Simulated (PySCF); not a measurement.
C6H7N3O.
SMILES: `C=Cn1cc(C(C)=O)nn1`

The calculation used TDDFT B3LYP/def2-SVPD, vertical, gas phase, core orbitals frozen in the response in PySCF 2.14.0, density-fitted response routines. One conformer (not necessarily the lowest) at the PBE0-D3(BJ)/def2-SVP geometry, without solvent, vibrations or thermal averaging. Torsions of this conformer, `[CH2:1]=[CH:2][n:3]1[cH:4][c:5]([C:6]([CH3:7])=[O:8])[n:9][n:10]1`: C1–C2–N3–C4 179°, C4–C5–C6–C7 -179°.

| state | E (eV) | λ (nm) | f | \|μ\| (D) | main configurations (H = HOMO, L = LUMO) |
| --- | --- | --- | --- | --- | --- |
| S1 | 3.95 | 314.3 | 0.0001 | 0.07 | H→L (62%), H→L+1 (37%) |
| S2 | 4.78 | 259.3 | 0.0017 | 0.31 | H-2→L (42%), H→L+1 (33%), H→L (21%) |
| S3 | 4.91 | 252.7 | 0.0001 | 0.06 | H-2→L (55%), H→L+1 (28%), H→L (16%) |
| S4 | 5.06 | 245.2 | 0.317 | 4.06 | H-1→L (92%) |
| S5 | 5.24 | 236.5 | 0.0036 | 0.42 | H-2→L+1 (96%) |
| S6 | 5.52 | 224.5 | 0.010 | 0.70 | H-1→L+1 (95%) |
| S7 | 5.79 | 214.1 | 0.019 | 0.94 | H-3→L (88%) |
| S8 | 6.02 | 205.9 | 0.413 | 4.25 | H-3→L+1 (85%) |
| S9 | 6.81 | 182.1 | 0.018 | 0.84 | H-1→L+2 (94%) |
| S10 | 6.85 | 181.1 | 0.017 | 0.81 | H→L+2 (86%), H→L+4 (12%) |

Triplets, Tamm–Dancoff:

```json
{"state": "T1", "E (eV)": "3.47", "λ (nm)": "357.3", "main configurations (H = HOMO, L = LUMO)": "H→L (51%), H→L+1 (46%)"}
{"state": "T2", "E (eV)": "3.67", "λ (nm)": "338.2", "main configurations (H = HOMO, L = LUMO)": "H-1→L (74%), H-1→L+1 (13%)"}
{"state": "T3", "E (eV)": "4.09", "λ (nm)": "303.2", "main configurations (H = HOMO, L = LUMO)": "H-3→L (66%), H-1→L+1 (14%), H-1→L (12%)"}
{"state": "T4", "E (eV)": "4.21", "λ (nm)": "294.3", "main configurations (H = HOMO, L = LUMO)": "H-2→L+1 (56%), H-2→L (30%)"}
```

The lowest singlet lies at 3.95 eV (314 nm, ultraviolet) and is dark (f under 0.0005); its leading configuration is HOMO→LUMO (62%). The strongest level in the table is S8 at 6.02 eV (206 nm, f = 0.413). Löwdin shares by element: HOMO oxygen 64%, carbon 28% or more; LUMO carbon 45% or more, nitrogen 10% or more (atoms not listed hold the other 45%). The listed states span 2.90 eV, and the widest gap between neighbours is 0.84 eV (S1 to S2). Of the 10 states listed, 6 reach f = 0.01 and 2 stay under 0.0005. Orbital energies (eV): HOMO-3 -8.12, HOMO-2 -7.92, HOMO-1 -7.49, HOMO -7.31, LUMO -1.97, LUMO+1 -1.49, LUMO+2 0.22. The vertical ionisation energy (ΔSCF) is 9.44 eV, 2.59 eV above S10. Only the lowest 10 singlets were computed, as vertical energies without vibronic structure.
